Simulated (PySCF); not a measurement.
# Correlation energy of Te⁴⁺ (tellurium, charge +4)

Starting occupation: [Kr] 4d10 5s2. Calculation: PySCF 2.14, in x2c-TZVPPall-2c with one added diffuse shell each of s, p, d, f type (9s10p6d3f, 90 functions); X2C-1e with screened-nucleus spin-orbit coupling, Gaussian nucleus. Frozen: [Ar] 3d10; 20 electrons correlated; the 6 highest virtual spinors left out.

MP2 pair energies summed by pair of shells (mhartree):

```json
{"pair": "4d3/2-4d5/2", "energy": "-116.64", "share (%)": "23.3"}
{"pair": "4d5/2-4d5/2", "energy": "-86.94", "share (%)": "17.4"}
{"pair": "4d5/2-5s1/2", "energy": "-53.70", "share (%)": "10.7"}
{"pair": "4d3/2-4d3/2", "energy": "-37.93", "share (%)": "7.6"}
{"pair": "4d3/2-5s1/2", "energy": "-35.36", "share (%)": "7.1"}
{"pair": "4d5/2-4p3/2", "energy": "-28.86", "share (%)": "5.8"}
{"pair": "5s1/2-5s1/2", "energy": "-26.62", "share (%)": "5.3"}
{"pair": "4d3/2-4p3/2", "energy": "-19.67", "share (%)": "3.9"}
{"pair": "4d5/2-4p1/2", "energy": "-14.70", "share (%)": "2.9"}
{"pair": "4p3/2-4p3/2", "energy": "-13.34", "share (%)": "2.7"}
{"pair": "4p1/2-4p3/2", "energy": "-12.60", "share (%)": "2.5"}
{"pair": "4d5/2-4s1/2", "energy": "-10.47", "share (%)": "2.1"}
{"pair": "4d3/2-4p1/2", "energy": "-9.28", "share (%)": "1.9"}
{"pair": "4p3/2-5s1/2", "energy": "-6.99", "share (%)": "1.4"}
{"pair": "4d3/2-4s1/2", "energy": "-6.94", "share (%)": "1.4"}
{"pair": "4p3/2-4s1/2", "energy": "-6.91", "share (%)": "1.4"}
{"pair": "4p1/2-4s1/2", "energy": "-3.49", "share (%)": "0.7"}
{"pair": "4p1/2-4p1/2", "energy": "-3.30", "share (%)": "0.7"}
{"pair": "4p1/2-5s1/2", "energy": "-3.12", "share (%)": "0.6"}
{"pair": "4s1/2-4s1/2", "energy": "-2.12", "share (%)": "0.4"}
{"pair": "4s1/2-5s1/2", "energy": "-0.88", "share (%)": "0.2"}
```

Total MP2 correlation energy: -499.83 mhartree.

The virtual space was cut to 108 spinors, which keep -498.82 of the -499.83 mhartree of MP2 correlation.

| level | correlation energy (mhartree) |
| --- | --- |
| CCSD | -470.65 |

Diagnostics: T1 = 0.0048, largest double amplitude 0.082.

Cost of the coupled-cluster step: 240 s of wall time on 4 threads of Neoverse-V2 (shared host), for 20 occupied and 108 virtual spinors.

Iterations:

```
Init t2, MP2 energy = -0.498817568458589
CCSD nocc = 20, nmo = 128
Init t2, MP2 energy = -0.498817568458589
Init E_corr(GCCSD) = -0.498817568458589
cycle = 1  E_corr(GCCSD) = -0.462681796231664  dE = 0.0361357722  norm(t1,t2) = 0.0413888
cycle = 2  E_corr(GCCSD) = -0.470748174681809  dE = -0.00806637845  norm(t1,t2) = 0.00958531
cycle = 3  E_corr(GCCSD) = -0.470272090002942  dE = 0.000476084679  norm(t1,t2) = 0.00288262
cycle = 4  E_corr(GCCSD) = -0.470652056410295  dE = -0.000379966407  norm(t1,t2) = 0.000822122
cycle = 5  E_corr(GCCSD) = -0.470659035877559  dE = -6.97946726e-06  norm(t1,t2) = 0.00010615
cycle = 6  E_corr(GCCSD) = -0.470653236882683  dE = 5.79899488e-06  norm(t1,t2) = 2.176e-05
cycle = 7  E_corr(GCCSD) = -0.4706539809302  dE = -7.44047517e-07  norm(t1,t2) = 5.22821e-06
cycle = 8  E_corr(GCCSD) = -0.470653915821259  dE = 6.51089413e-08  norm(t1,t2) = 6.9806e-07
cycle = 9  E_corr(GCCSD) = -0.470653884132157  dE = 3.16891016e-08  norm(t1,t2) = 1.18927e-07
cycle = 10  E_corr(GCCSD) = -0.470653884291354  dE = -1.59197211e-10  norm(t1,t2) = 1.01628e-08
GCCSD converged
E(GCCSD) = -6789.039818354782  E_corr = -0.4706538842913542
```

This basis was not built for core-valence correlation, so the inner-shell part is incomplete.
